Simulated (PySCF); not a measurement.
CdH₄SeSi. Atoms are numbered in the order given.

```xyz
7

Cd    -0.2057    -0.2784     0.2608
Se     0.9193     1.3671    -1.2605
H      2.2124     0.6695    -1.0976
Si    -1.3460    -1.9258     1.7918
H     -2.1718    -2.8997     1.0161
H     -2.2435    -1.2249     2.7592
H     -0.3357    -2.6988     2.5763
```

Geometry optimised at B3LYP-D3(BJ)/def2-SVP. The def2 effective core potentials stand for the cores of Cd; spin–orbit coupling is left out. One conformer was computed; it need not be the lowest.

Computed with HF/def2-TZVPD (PySCF).

Mulliken values depend strongly on the basis, most of all with diffuse functions as here. ESP charges are fitted to the potential on shells at 1.4 to 2.0 van der Waals radii. Atomic charges (e):

```json
[
 {"atom": "Cd1", "Mulliken": "0.76", "ESP fit": "0.56"},
 {"atom": "Se2", "Mulliken": "-0.62", "ESP fit": "-0.46"},
 {"atom": "H3", "Mulliken": "0.12", "ESP fit": "0.10"},
 {"atom": "Si4", "Mulliken": "-0.15", "ESP fit": "-0.08"},
 {"atom": "H5", "Mulliken": "-0.04", "ESP fit": "-0.04"},
 {"atom": "H6", "Mulliken": "-0.04", "ESP fit": "-0.03"},
 {"atom": "H7", "Mulliken": "-0.04", "ESP fit": "-0.05"}
]
```
